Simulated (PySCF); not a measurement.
How methods differ on the ionisation energy of Nb²⁺

Nb²⁺ [Kr] 4d3 (4F) → Nb³⁺ [Kr] 4d2 (3F), as a difference of total energies. All numbers are calculated (PySCF 2.14, a scalar-relativistic core potential, in aug-cc-pwCVTZ-PP with ECP28MDF). Correlated levels: valence: 4s2 4p6 frozen; valence and next inner shell: nothing frozen outside the core potential. The calculations carry no spin-orbit coupling.

**Question.** Order these methods by the ionisation energy they give, lowest first.
A. SCS-MP2 (valence and next inner shell)
B. MP2 (valence and next inner shell)
C. MP2 (valence)
D. PBE0

**Answer.** C (24.560 eV), A (24.834 eV), B (25.056 eV), D (25.325 eV).

The reference lies between the lowest fine-structure levels, while these numbers refer to the centres of the terms.

Errors of the correlated levels include the incompleteness of this basis and the frozen core.

For comparison: 25.04 eV (semi-empirical (NIST evaluation); NIST Atomic Spectra Database, ionization energies).
